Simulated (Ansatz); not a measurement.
Geometry optimisation, RKS B3LYP-D4/def2-SVP in Ansatz 0.2.0.

The input (input.yaml):

```yaml
crystal:
  periodic: [false, false, false]
  atoms:
    - { symbol: Ga, position_ang: [0.202526, -0.105951, 0.063048] }
    - { symbol: H, position_ang: [0.68784, -0.131028, 1.530729] }
    - { symbol: H, position_ang: [1.707063, 0.201947, -0.090991] }
    - { symbol: O, position_ang: [-1.236483, -0.307089, -0.950088] }
    - { symbol: H, position_ang: [-2.032646, -0.504578, -0.437697] }
basis:
  gaussian: { orbitals: def2-SVP }
hamiltonian:
  xc: b3lyp
  dispersion: d4
relax:
  f_tol: 0.03
  max_steps: 50
output:
  orbitals: {}
```

Launched with:

```bash
$ ansatz run input.yaml --threads 1 --pin off --max-ram 2048MiB --backend cpu --events-out ev --progress --plain --runs-dir out
```

Where does it end, and by what steps?

The run converged. After 6 steps the energy has fallen by 1.182 eV; H2 moved furthest, 0.54 Å.

| step | energy less start (eV) | largest force component (eV/Å) | accepted |
| --- | --- | --- | --- |
| 0 | 0.0000 | 2.029 | yes |
| 1 | -0.6908 | 1.098 | yes |
| 2 | -1.0588 | 0.794 | yes |
| 3 | -0.9806 | 1.496 | no |
| 4 | -1.1650 | 0.191 | yes |
| 5 | -1.1822 | 0.046 | yes |
| 6 | -1.1823 | 0.005 | yes |

```xyz
5
Properties=species:S:1:pos:R:3
Ga 0.385 -0.082 0.199
H 0.205 -0.244 1.750
H 1.680 0.239 -0.611
O -1.060 -0.281 -0.845
H -1.882 -0.480 -0.378
```

Time of the run: 6.4 s on 1 thread of Intel(R) Xeon(R) 6975P-C (Granite Rapids), on a shared host, peak memory 0.13 GiB.
